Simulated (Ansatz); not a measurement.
Species: YH, net charge 0, singlet state. SMILES: [YH]
Geometry: optimised at B3LYP-D3(BJ)/def2-TZVP (Ansatz, a program for electronic structure).

Property: vertical ionisation energy to the doublet, in eV. Conventions: valence correlation only (noble-gas shells and the d and f shells of earlier blocks); each state is the SCF solution reached for its charge and spin; LANL2DZ with its own core potentials from Na on; six Cartesian d functions in 6-31G* and its kin unless marked 5d; no spin-orbit coupling; def2 sets with scalar-relativistic core potentials past Kr; STO-3G and 3-21G all-electron and non-relativistic; open shells spin-unrestricted. Ab initio and DFT rows: single points at B3LYP-D3(BJ) geometries (Ansatz). The Hartree-Fock reference of [YH] (YH) is unstable towards a lower, spin-broken solution. The spin state of an ion or metal species was assumed, not searched.

```tsv
level	program	vertical ionisation energy to the doublet (eV)
HF/6-31G* with LANL2DZ past Ar	Ansatz	5.58
PBE/6-31G* with LANL2DZ past Ar	Ansatz	6.39
B3LYP/STO-3G	Ansatz	4.47
B3LYP/3-21G	Ansatz	6.18
B3LYP/6-31G* with LANL2DZ past Ar	Ansatz	6.52
MP2/6-31G* with LANL2DZ past Ar	Ansatz	5.98
PBE/def2-TZVPD	Ansatz	6.27
B3LYP/def2-TZVPD	Ansatz	6.36
wB97M-V/def2-TZVPD	Ansatz	6.36
```

No value to compare with is used here. The 6 habitual levels span 4.47 (B3LYP/STO-3G) to 6.52 eV (B3LYP/6-31G* with LANL2DZ past Ar); wB97M-V/def2-TZVPD gives 6.36.

The levels are drawn from those run, B3LYP/6-31G* more often than the rest, none by its result; left out are runs that failed, that the program found above a lower state of the same kind, or whose <S^2> lies over 0.5 above the pure value.
